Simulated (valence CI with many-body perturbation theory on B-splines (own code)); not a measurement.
## Sensitivity of CI+MBPT for Mo³⁷⁺

Calculated by relativistic CI+MBPT: three valence electrons over a frozen Dirac-Fock core [He], radial functions for each j: 6 s, 6 p, 5 d, 3 f, 1 g, with the one-electron correlation potential Σ1, the two-electron term Σ2, the three-electron term Σ3, Breit, model QED; selected CI, second order for the rest, scaled by the run's own slope (own B-spline code, finite nucleus).

No measured spectrum was set against this ion. As an estimate, large intervals hold to a few tenths of a per cent, small ones and those within an open d or f shell to about a per cent.

The reference run has the lowest level (2s^2 2p1/2) J=1/2 and an ionisation energy of 5288.53 eV. Its largest variational space holds 4194 state functions.

Levels are named by their leading jj configuration (3d3/2^4 stands for four electrons in 3d with j = 3/2), which in mixed levels can hold well under half, so a name can repeat and another be missing. Letters in brackets count levels of one name in rising energy.

```
                     Level  Reference (cm⁻¹)  Shift (cm⁻¹)
        (2s 2p1/2^2) J=1/2            895208          +287
        (2s^2 2p3/2) J=3/2            963885           +38
(2s 2p1/2 2p3/2) J=3/2 [a]           1605500          +248
    (2s 2p1/2 2p3/2) J=5/2           1792380          +344
(2s 2p1/2 2p3/2) J=3/2 [b]           2104260          +751
    (2s 2p1/2 2p3/2) J=1/2           2147340         +1242
        (2s 2p3/2^2) J=5/2           2723550          +405
     (2p1/2^2 2p3/2) J=3/2           3114880         +1585
        (2s 2p3/2^2) J=1/2           3162790          +503
        (2s 2p3/2^2) J=3/2           3172490         +1338
     (2p1/2 2p3/2^2) J=3/2           3908590         +1617
     (2p1/2 2p3/2^2) J=5/2           4033050         +1462
```

The ionisation energy moves by +0.05 eV.

(1) Which of these changes was made?
A. cutoff of virtual states (hartree) 3528 → 2670
B. natural orbitals for correlation on → off
C. scale of Σ2 1 → 0.5; cutoff of virtual states (hartree) 3528 → 10680

Answers

(1) C. scale of Σ2 1 → 0.5; cutoff of virtual states (hartree) 3528 → 10680.
